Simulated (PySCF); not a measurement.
Input of a run (PBE0-D3(BJ)/def2-SVP geometry optimisation, gas phase (PySCF 2.14.0)), started from GFN2-xTB:
```
{"job": {"xc": "PBE0", "basis": "def2-SVP", "d3": "d3bj", "grid": 1, "kind": "geom"}, "charge": 0, "multiplicity": 1}
C      4.360851     0.304871     0.484321
C      3.128928     0.793390     0.483241
N      1.969975     0.064440     0.289957
C      1.808802    -1.264136     0.059402
C      0.464697    -1.486978    -0.067960
C     -0.137439    -0.217767     0.105226
C     -1.594810     0.132328     0.024543
C     -1.970135     0.264736    -1.458362
C     -2.441750    -0.966725     0.672696
C     -1.844015     1.461605     0.739408
N      0.789270     0.694350     0.315905
H      4.575320    -0.738090     0.333093
H      5.203406     0.951414     0.641461
H      2.920016     1.842764     0.636405
H      2.637467    -1.939289     0.003385
H     -0.018659    -2.423430    -0.256473
H     -1.380930     1.050528    -1.925440
H     -3.024279     0.513818    -1.557703
H     -1.782195    -0.668191    -1.986092
H     -2.145487    -1.115522     1.708962
H     -3.492173    -0.684642     0.650448
H     -2.332381    -1.908871     0.141822
H     -1.234893     2.243263     0.296145
H     -1.577892     1.380061     1.790381
H     -2.892627     1.740217     0.663056
```

Output (energies in Eh, forces in Eh/bohr):
```
step   0  E = -460.00266023  max force = 0.012104
step   1  E = -460.00525034  max force = 0.001927
step   2  E = -460.00526451  max force = 0.001186
step   3  E = -460.00527179  max force = 0.002118
step   4  E = -460.00528275  max force = 0.000733
step   5  E = -460.00529185  max force = 0.000952
step   6  E = -460.00530481  max force = 0.001611
step   7  E = -460.00530492  max force = 0.005260
step   8  E = -460.00540667  max force = 0.001817
step   9  E = -460.00545218  max force = 0.000503
step  10  E = -460.00547402  max force = 0.000405
step  11  E = -460.00548068  max force = 0.000367
optimisation converged
```

**Question.** Summarise the run.

**Answer.** The energy falls by 0.077 eV over 12 energy and gradient evaluations, the largest force component goes from 0.0121 to 3.7e-04 Eh/bohr, and the atoms move by 0.280 Å rms after alignment. Among the bonds, C1–H12, C1–H13, C4–H15 and C5–H16 change most and about equally (+0.016 to +0.017 Å). Bonds longer at the end by more than 0.005 Å: 19 of 25; shorter: 0. Among the dihedrals that turn most is N11–C6–C7–C8, from 97° to 119°. The energy never rose by more than 1e-6 Eh on the way. The first step brought 92 % of the lowering.

**Question.** What are the final bond lengths?

**Answer.** C1=C2 1.334 Å, C2–N3 1.395 Å, N3–C4 1.362 Å, C4–C5 1.374 Å, C5–C6 1.426 Å, C6–C7 1.511 Å, C7–C8 1.535 Å, C7–C9 1.534 Å, C7–C10 1.528 Å, C6–N11 1.321 Å, N3–N11 1.343 Å, C1–H12 1.092 Å, C1–H13 1.090 Å, C2–H14 1.092 Å, C4–H15 1.087 Å, C5–H16 1.087 Å, C8–H17 1.101 Å, C8–H18 1.102 Å, C8–H19 1.101 Å, C9–H20 1.101 Å, C9–H21 1.102 Å, C9–H22 1.101 Å, C10–H23 1.099 Å, C10–H24 1.099 Å, C10–H25 1.101 Å. Numbering counts from 1 in the input's order; the species is `C=Cn1nc(C(C)(C)C)cc1`.

The run used 224 basis functions and 85 SCF cycles in all. The run took about 11 min of CPU time (one thread, shared machine).

Stationary, but not proved a minimum. The numbers are those of one conformer.
